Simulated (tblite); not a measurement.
3-methyl-2-thiahexane, C6H14S.
Atom-mapped SMILES: `[CH3:1][CH2:2][CH2:3][C@H:4]([CH3:5])[S:6][CH3:7]` (hydrogens: H8, H9, H10 on C1; H11, H12 on C2; H13, H14 on C3; H15 on C4; H16, H17, H18 on C5; H19, H20, H21 on C7)

Computed with GFN2-xTB (tblite), gas phase: Langevin dynamics at 600 K from the optimised GFN2-xTB geometry, time step 0.5 fs, friction 0.01 fs⁻¹, 2000 steps.

Start geometry:
```
atom  x, y, z in Å
C1      2.549   -1.294    0.466
C2      1.407   -0.802   -0.413
C3      0.648    0.350    0.240
C4     -0.473    0.900   -0.635
C5     -1.166    2.097   -0.001
S6     -1.693   -0.391   -1.109
C7     -2.349   -0.929    0.497
H8      2.174   -1.632    1.430
H9      3.269   -0.498    0.640
H10     3.065   -2.125   -0.010
H11     1.802   -0.470   -1.376
H12     0.717   -1.624   -0.611
H13     1.343    1.168    0.449
H14     0.238    0.021    1.199
H15    -0.066    1.188   -1.609
H16    -2.014    2.408   -0.606
H17    -0.469    2.930    0.078
H18    -1.520    1.857    1.000
H19    -3.130   -1.647    0.272
H20    -1.568   -1.406    1.080
H21    -2.771   -0.083    1.029
```

The statistics below take the 31 frames saved every 25 fs from 250 to 1000 fs; their kinetic temperature (all 3N coordinates) averages 571 K.

Problem. Give the mean, spread and extremes of the bond lengths.

Solution. 
```tsv
bond	start (Å)	mean (Å)	standard deviation (Å)	shortest (Å)	longest (Å)
C1–C2	1.523	1.532	0.043	1.424	1.651
C2–C3	1.526	1.544	0.039	1.445	1.621
C3–C4	1.525	1.535	0.039	1.471	1.612
C4–C5	1.521	1.527	0.032	1.471	1.590
C4–S6	1.838	1.856	0.060	1.731	1.944
S6–C7	1.815	1.833	0.059	1.734	1.944
C1–H8	1.088	1.102	0.049	1.024	1.189
C1–H9	1.088	1.102	0.041	1.020	1.191
C1–H10	1.087	1.104	0.055	1.006	1.214
C2–H11	1.092	1.102	0.042	1.021	1.172
C2–H12	1.091	1.098	0.039	1.036	1.179
C3–H13	1.094	1.095	0.036	1.034	1.180
C3–H14	1.093	1.101	0.050	1.003	1.219
C4–H15	1.094	1.102	0.048	1.003	1.190
C5–H16	1.088	1.093	0.043	1.008	1.189
C5–H17	1.089	1.099	0.056	0.989	1.205
C5–H18	1.088	1.095	0.036	1.021	1.171
C7–H19	1.085	1.093	0.028	1.031	1.149
C7–H20	1.086	1.096	0.036	1.031	1.162
C7–H21	1.085	1.092	0.038	1.014	1.191
```

Problem. Give the same statistics for bond angles, one of each kind among heavy atoms.

Solution. 
```json
{"angle": "C1–C2–C3", "start (°)": "111.7", "mean (°)": "112.1", "standard deviation (°)": "4.5", "smallest (°)": "99.6", "largest (°)": "121.6"}
{"angle": "C2–C3–C4", "start (°)": "113.0", "mean (°)": "113.6", "standard deviation (°)": "4.1", "smallest (°)": "101.8", "largest (°)": "121.2"}
{"angle": "C3–C4–C5", "start (°)": "112.3", "mean (°)": "112.5", "standard deviation (°)": "5.6", "smallest (°)": "104.4", "largest (°)": "129.6"}
{"angle": "C3–C4–S6", "start (°)": "112.5", "mean (°)": "112.3", "standard deviation (°)": "4.4", "smallest (°)": "99.9", "largest (°)": "119.9"}
{"angle": "C5–C4–S6", "start (°)": "110.9", "mean (°)": "111.5", "standard deviation (°)": "5.1", "smallest (°)": "99.2", "largest (°)": "119.7"}
{"angle": "C4–S6–C7", "start (°)": "102.7", "mean (°)": "105.1", "standard deviation (°)": "4.8", "smallest (°)": "96.2", "largest (°)": "114.3"}
```

Problem. How far does each atom move about its mean position (frames aligned on the start, all atoms weighted alike), and what rms force does it feel?

Solution. 
```
atom  rms displacement (Å)  rms force (eV/Å)
  C1                  0.27              2.88
  C2                  0.36              2.65
  C3                  0.28              2.37
  C4                  0.16              2.41
  C5                  0.20              2.88
  S6                  0.30              1.66
  C7                  0.30              2.15
  H8                  0.68              1.65
  H9                  0.74              1.50
 H10                  0.43              1.74
 H11                  0.74              1.33
 H12                  0.74              1.35
 H13                  0.46              1.24
 H14                  0.47              1.65
 H15                  0.30              1.58
 H16                  0.54              1.44
 H17                  0.52              1.83
 H18                  0.50              1.26
 H19                  0.66              1.04
 H20                  0.51              1.17
 H21                  0.72              1.32
```

The displacements run from 0.16 to 0.74 Å.

Problem. Follow the torsions C1–C2–C3–C4, C2–C3–C4–C5 and C3–C4–S6–C7 through every second one of these frames.

Solution. 
```csv
t (fs),C1–C2–C3–C4 (°),C2–C3–C4–C5 (°),C3–C4–S6–C7 (°)
250,157,173,92
300,175,-179,104
350,-173,-173,106
400,177,-174,89
450,159,-151,73
500,169,-153,70
550,-154,-156,68
600,-144,174,93
650,-173,-177,91
700,148,-174,65
750,147,167,61
800,135,161,57
850,122,172,62
900,103,180,37
950,110,-155,63
1000,103,-160,59
```

Largest departure from the start value over all these frames: C1–C2–C3–C4 75° (start 178°), C2–C3–C4–C5 28° (start -177°), C3–C4–S6–C7 45° (start 61°).

Problem. How widely does the potential energy scatter, against a harmonic estimate?

Solution. Mean 1.39 eV above the start, standard deviation 0.194 eV, range 1.04 to 1.81 eV. For 57 classical harmonic modes at 600 K the canonical values are 57kT/2 = 1.47 eV and kT·√(57/2) = 0.276 eV.

The run is classical and short, so these are rough statistics of one trajectory.

What follows is the cost of the whole dynamics run. On one thread, Arm Neoverse V2 (aarch64) (shared host), this took 12 s of wall time and 0.19 GiB of memory at its peak.
